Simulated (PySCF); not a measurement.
Numbering as in the mapped SMILES `[CH3:1][C@H:2]1[CH:3]=[CH:4][C:5]1([F:6])[F:7]`; H(Xn) means a hydrogen on atom n.

Geometry: PBE0-D3(BJ)/def2-SVP; GIAO absolute shieldings from PySCF 2.14.0 with density-fitted response routines, gas phase, non-relativistic, averaged over equivalent atoms.

At PBE0/pcSseg-0 (75 basis functions, 4.5 s wall time on 1 thread of an Arm Neoverse V2, shared host):
```json
{"atoms": "C3", "σ (ppm)": "28.0"}
{"atoms": "C4", "σ (ppm)": "43.6"}
{"atoms": "C5", "σ (ppm)": "61.3"}
{"atoms": "C2", "σ (ppm)": "137.5"}
{"atoms": "C1", "σ (ppm)": "176.8"}
{"atoms": "F7", "σ (ppm)": "310.4"}
{"atoms": "F6", "σ (ppm)": "323.0"}
{"atoms": "H(C3)", "σ (ppm)": "26.06"}
{"atoms": "H(C4)", "σ (ppm)": "26.42"}
{"atoms": "H(C2)", "σ (ppm)": "29.40"}
{"atoms": "H(C1)", "σ (ppm)": "31.38"}
```

Q: Predict the values at PBE0/aug-cc-pVDZ on the same geometry.

A: 
```json
{"atoms": "C3", "σ at PBE0/aug-cc-pVDZ": "45.8", "change": "+17.8"}
{"atoms": "C4", "σ at PBE0/aug-cc-pVDZ": "60.8", "change": "+17.2"}
{"atoms": "C5", "σ at PBE0/aug-cc-pVDZ": "78.0", "change": "+16.7"}
{"atoms": "C2", "σ at PBE0/aug-cc-pVDZ": "141.9", "change": "+4.4"}
{"atoms": "C1", "σ at PBE0/aug-cc-pVDZ": "180.7", "change": "+3.9"}
{"atoms": "F7", "σ at PBE0/aug-cc-pVDZ": "308.8", "change": "-1.6"}
{"atoms": "F6", "σ at PBE0/aug-cc-pVDZ": "321.0", "change": "-2.0"}
{"atoms": "H(C3)", "σ at PBE0/aug-cc-pVDZ": "24.45", "change": "-1.61"}
{"atoms": "H(C4)", "σ at PBE0/aug-cc-pVDZ": "25.02", "change": "-1.40"}
{"atoms": "H(C2)", "σ at PBE0/aug-cc-pVDZ": "28.12", "change": "-1.28"}
{"atoms": "H(C1)", "σ at PBE0/aug-cc-pVDZ": "30.21", "change": "-1.17"}
```

The largest change is at C3 (alkene CH). Cost: 215 basis functions, 21 s wall time on 1 thread of an Arm Neoverse V2, shared host. The order of the carbon signals is the same at both levels.
